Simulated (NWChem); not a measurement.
System meant: CH7NOSi; SMILES C[SiH](N)O

Here is an NWChem input.

```
start job
memory heap 200 mb stack 900 mb global 1100 mb
geometry units angstroms noautoz
  Si     0.093578     0.084986    -0.347284
  C      0.339872    -1.702103     0.184783
  N     -1.491200     0.545664     0.184141
  O      1.226779     1.135725     0.287620
  H      0.331970     0.220474    -1.808849
  H     -0.354859    -2.372167    -0.337266
  H      0.186458    -1.834155     1.262713
  H      1.357199    -2.034689    -0.050265
  H     -1.922900     1.401492    -0.143479
  H     -2.188120    -0.165746     0.366486
  H      1.101250     1.327481     1.228566
end
basis spherical
  * library def2-svp
end
dft
  odft
  mult 2
  xc b3lyp
  iterations 150
  mulliken
end
task dft energy
```

End of the output:

```
                                 NWChem DFT Module
                                 -----------------

 Summary of "ao basis" -> "ao basis" (spherical)
 ------------------------------------------------------------------------------
       Tag                 Description            Shells   Functions and Types
 ---------------- ------------------------------  ------  ---------------------
 Si                         def2-svp                 8       18   4s3p1d
 C                          def2-svp                 6       14   3s2p1d
 N                          def2-svp                 6       14   3s2p1d
 O                          def2-svp                 6       14   3s2p1d
 H                          def2-svp                 3        5   2s1p

 Summary of "ao basis" -> "ao basis" (spherical)
 ------------------------------------------------------------------------------
       Tag                 Description            Shells   Functions and Types
 ---------------- ------------------------------  ------  ---------------------
 Si                         def2-svp                 8       18   4s3p1d
 C                          def2-svp                 6       14   3s2p1d
 N                          def2-svp                 6       14   3s2p1d
 O                          def2-svp                 6       14   3s2p1d
 H                          def2-svp                 3        5   2s1p

  number of electrons :                   42
  multiplicity        :                    2
 ------------------------------------------------------------------------
  no. of electrons and multiplicity not compatible                  42
 ------------------------------------------------------------------------
 ------------------------------------------------------------------------
  current input line :
    26: task dft energy
 ------------------------------------------------------------------------
 ------------------------------------------------------------------------
 There is an error in the input file
 ------------------------------------------------------------------------
 For more information see the NWChem manual at https://nwchemgit.github.io

0: no. of electrons and multiplicity not compatible:Received an Error in Communication
```

What is wrong, and how is it mended?

The input was rejected before any calculation. Cause: the multiplicity doesn't fit the number of electrons (an even count wants an odd multiplicity, and the reverse). This input runs:
```
start job
memory heap 200 mb stack 900 mb global 1100 mb
geometry units angstroms noautoz
  Si     0.093578     0.084986    -0.347284
  C      0.339872    -1.702103     0.184783
  N     -1.491200     0.545664     0.184141
  O      1.226779     1.135725     0.287620
  H      0.331970     0.220474    -1.808849
  H     -0.354859    -2.372167    -0.337266
  H      0.186458    -1.834155     1.262713
  H      1.357199    -2.034689    -0.050265
  H     -1.922900     1.401492    -0.143479
  H     -2.188120    -0.165746     0.366486
  H      1.101250     1.327481     1.228566
end
basis spherical
  Si library def2-svp
  C library def2-svp
  N library def2-svp
  O library def2-svp
  H library def2-svp
end
dft
  xc b3lyp
  iterations 150
  mulliken
end
task dft energy
```
It converges to -461.66704 Ha (B3LYP/def2-SVP).
